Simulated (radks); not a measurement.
Results of a calculation; reference values are marked as such.
All-electron atom: Lu62+ in [He] 2s2 2p5 (the NIST ground configuration).

Level of theory: scalar-relativistic Kohn-Sham, LB94 model potential, spin-polarised, spherical densities, finite nucleus; open shells are filled with parallel spins first (spin-orbit coupling, left out, can overturn this in heavy ions); Fermi nuclear charge, rms radius 5.37 fm (a radial shooting solver on a logarithmic mesh with Libxc functionals).

Energy parts (eV):
| part | energy |
|---|---|
| kinetic | 293008.52 |
| electron-nucleus | -567194.98 |
| Hartree | 17372.08 |
(The LB94 potential has no energy functional, so no total or exchange-correlation energy is given.)

Orbitals (lengths in bohr, moments of r in powers of bohr; <r^-3> diverges for s and p1/2):
orbital  occ.  eigenvalue (eV)  <r^-3>       <r^4>
1s down     1        -69163.83       -   6.973e-07
1s up       1        -69161.28       -   6.979e-07
2s up       1        -16099.52       -  0.00009728
2s down     1        -16077.83       -  0.00009747
2p up       3        -14872.60   17790  0.00007275
2p down     2        -14850.66   17790  0.00007290

The highest occupied level is 2p down at -14850.7 eV. Summed over all electrons, <r^2> = 0.04682 bohr^2, which gives a Langevin (diamagnetic) susceptibility term of -0.0371 x 10^-6 cm^3/mol. For comparison, the ionisation energy in NIST's Atomic Spectra Database is 14542 eV (theoretical). In exact Kohn-Sham theory the highest level is minus the ionisation energy, but local and semilocal functionals leave it too shallow, through self-interaction and a potential that decays too fast; potentials with the right tail come closer. The electron density at the nucleus is 1.147e+06 e/bohr^3 (large components only). Spin moment in Bohr magnetons: 1. The spin density at the nucleus is 0.22 e/bohr^3 (1s -73.38, 2s 73.59). The density falls to 0.001 e/bohr^3 at r = 0.32 bohr.
